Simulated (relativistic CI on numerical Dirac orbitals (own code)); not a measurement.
Hyperfine structure of I IX, mass number 129

Computed by Dirac-Coulomb-Breit CI, KLI orbitals optimised for each configuration, QED by a radiative potential, unscaled Slater integrals (own radial code, finite nucleus).

Configurations in the expansion (outside the closed core [Ar] 3d10): 4s2 4p6 4d9, 4s2 4p5 4d10, 4s2 4p6 4d8 4f, 4s2 4p6 4d8 5s, 4s2 4p6 4d8 5p, 4s 4p6 4d10, 4s2 4p6 4d7 5s 5p, 4s2 4p6 4d8 5d, 4s2 4p5 4d9 4f, 4s2 4p6 4d7 4f 5s, 4s2 4p6 4d8 6s, 4s2 4p6 4d8 6p, 4s2 4p6 4d8 5f, 4s2 4p6 4d8 6d, 4s2 4p6 4d7 5s2, 4s2 4p6 4d6 4f 5s2, 4s2 4p6 4d6 5s2 5p, 4s2 4p6 4d6 5s2 5d. Double excitations out of closed p, d and f shells are left out; levels of such configurations are missing from the list, as are those of other unlisted configurations, and high levels can miss mixing partners.

Nuclear spin I = 7/2, μ = 2.6165 μN, Q = -0.483 b (tables of Stone and Pyykkö). The electronic factors are computed for point nuclear moments, without core polarisation or the Bohr-Weisskopf and QED corrections.

```
                Level  E (cm⁻¹)  A (MHz)  B (MHz)
   4s2 4p6 4d9 2D_5/2         0     1158     1540
   4s2 4p6 4d9 2D_3/2     14405     2849     1180
4s2 4p6 4d8 5s 4F_9/2    429737     5541      835
4s2 4p6 4d8 5s 4F_7/2    435711   -928.2      631
4s2 4p6 4d8 5s 4F_5/2    443507     1619     10.1
4s2 4p6 4d8 5s 4F_3/2    445386    -5790    -12.5
4s2 4p6 4d8 5s 2F_7/2    447709     4988      724
4s2 4p6 4d8 5s 2F_5/2    459234     8016    -47.7
```

Levels with J = 0, under 50 % of one LS term, or S terms without an open s electron are left out. Small factors come from cancelling terms and can be off by tens of per cent or more.

At this charge configurations can still be misplaced by up to about 7 % of their energy. Levels and lines within the n = 5 or 6 shells can be off by up to 10 % or somewhat more, and those that change n by about 2 %, since core polarisation is missing.

(1) Give the hyperfine levels of 4s2 4p6 4d9 2D_5/2 relative to its centre of gravity.

Answers

(1) With K = F(F + 1) − I(I + 1) − J(J + 1), E = AK/2 + B[¾K(K + 1) − I(I + 1)J(J + 1)]/[2I(2I − 1)J(2J − 1)]: F = 1: -12200, F = 2: -10320, F = 3: -7345, F = 4: -3067, F = 5: 2775, F = 6: 10510 MHz.

LS names give the leading component of a level, which can be under half, so a name can repeat, a term be missing and a line seem to break the LS rules.
